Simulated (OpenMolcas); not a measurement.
Ir2+ among 6 point charges of -0.75 e arranged as a trigonal antiprism (D3d), 2.06 Å from the ion, with a polar angle of 52.0° against the regular 54.74°.

```
Program             : OpenMolcas
Method              : CASSCF
Basis               : ANO-RCC-VTZP [8s7p5d3f1g]
Scalar Hamiltonian  : DKH2, point nucleus
Active space        : 7 electrons in 5 orbitals (5d)
State averaging     : 2S+1 = 4 even, 10 roots; 2S+1 = 2 even, 40 roots
Spin-orbit coupling : state interaction with AMFI integrals over the reference wave functions
```

Task: What is the spin-free ground state (labels of D3, the rotations of D3d)?

Result: 4E, 2-fold in its orbital part, 99 % from free-ion F terms; it has the highest spin that d7 allows.

Task: Where is the first state of the same spin?

Result: 4A2 at 84.1 cm-1 above the ground state. The two act as a nearly degenerate pair, with unquenched orbital momentum.

Task: What are the lowest two levels with spin-orbit coupling?

Result: A 2-fold level E1/2 with g = 4.43, 4.43, 5.78, then a 2-fold level E1/2 785.1 cm-1 above it. Their leading multiplicities are 4 (92 %) and 4 (89 %).

Task: What is χT at 300 K, and how does it compare with the textbook value?

Result: The lowest level has 2S+1 = 4, for which the spin-only value is χT = S(S+1) / 2 = 1.875 cm3 K/mol (g = 2). The computed 3.668 at 300 K differs by +1.793, through orbital momentum, spin-orbit coupling and any other state in reach.

Spin-orbit coupling mixes the spin-free states strongly: the lowest level takes only 59 % from its leading state, 4E. An orbital doublet at a regular site is open to a Jahn-Teller distortion, which this geometry leaves out. Without dynamic correlation the repulsion within the d shell is too large (B by tens of per cent), so at a given field states of lower spin stand too high. Point charges give a weaker field than real ligands, and real ions of this kind are as a rule low spin; the high spin found here belongs to the model. This is an electrostatic model: the charges have no orbitals. No measured value stands beside these numbers.
